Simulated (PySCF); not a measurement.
**How methods differ on the ionisation energy of Ba⁺**

Ba⁺ [Xe] 6s1 (2S) → Ba²⁺ [Xe] (1S), as a difference of total energies. Computed with PySCF 2.14 in def2-TZVPPD with the def2 core potential (46 electrons) (6s4p3d1f, 40 functions), with a scalar-relativistic core potential. Correlated levels: valence and next inner shell: nothing frozen outside the core potential. The calculations carry no spin-orbit coupling.

| method | ionisation energy (eV) |
| --- | --- |
| UHF | 9.345 |
| MP2 (valence and next inner shell) | 9.677 |
| SCS-MP2 (valence and next inner shell) | 9.608 |
| CCSD (valence and next inner shell) | 9.646 |
| CCSD(T) (valence and next inner shell) | 9.663 |

How much does correlation contribute at CCSD(T) (valence and next inner shell)?

9.663 − (9.345) = 0.318 eV, measured against UHF.

Errors of the correlated levels include the incompleteness of this basis.

For comparison: 10.004 eV (measured; NIST Atomic Spectra Database, ionization energies).
